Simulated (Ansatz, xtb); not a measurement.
# GaSiH7O (SMILES [SiH3][OH+][GaH3-]): the HOMO–LUMO gap, rung by rung

GaSiH7O: 10 atoms, total charge 0, spin state singlet. As SMILES, `[SiH3][OH+][GaH3-]`. Geometry: relaxed at PBE0-D4/def2-TZVP.

Quantity: the HOMO–LUMO gap, in eV. The values are calculated.

| level | kind | program | value (eV) | CPU time |
| --- | --- | --- | --- | --- |
| GFN0-xTB | semi-empirical | xtb | 5.59 | under 2 s |
| GFN1-xTB | semi-empirical | xtb | 5.50 | under 2 s |
| HF/6-31G* (spherical functions) | Hartree–Fock | Ansatz | 13.04 | 2.9 s |
| SVWN5/6-31G* (spherical functions) | LDA | Ansatz | 4.73 | 5.2 s |
| PBE/6-31G* (spherical functions) | GGA | Ansatz | 4.91 | 7.4 s |
| r2SCAN/6-31G* (spherical functions) | meta-GGA | Ansatz | 5.69 | 17 s |
| B3LYP/6-31G* (spherical functions) | global hybrid | Ansatz | 6.59 | 9.7 s |
| CAM-B3LYP/6-31G* (spherical functions) | range-separated hybrid | Ansatz | 9.36 | 11 s |
| wB97X/6-31G* (spherical functions) | range-separated hybrid | Ansatz | 11.47 | 35 s |
| PBE-QIDH/6-31G* (spherical functions) | double hybrid | Ansatz | 10.69 | 13 s |

All-electron rows without a relativistic Hamiltonian named are non-relativistic. The values span 4.73 to 13.04 eV. Orbital gaps aren't excitation energies, and those of double hybrids come from the SCF part alone; they tend to grow with the share of exact exchange. CPU times are rough (shared hosts, several kinds of processor): they show what a rung costs within a factor of a few.
